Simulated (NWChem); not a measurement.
CHCuO; SMILES [O+]#[C-]->[CuH]

Program: NWChem. The geometry was optimised at PBE0/def2-SVP. Total energies compare along this basis series because the functional is fixed.

```csv
level,basis functions,energy (Ha),highest occupied level (eV),orbital gap (eV),dipole (D)
TPSS/aug-cc-pVDZ,114,-1754.5621,-6.02,2.86,2.95
TPSS/aug-cc-pVTZ,208,-1754.5948,-6.01,2.86,2.96
TPSS/cc-pVQZ,244,-1754.6055,-6.01,2.86,2.99
```
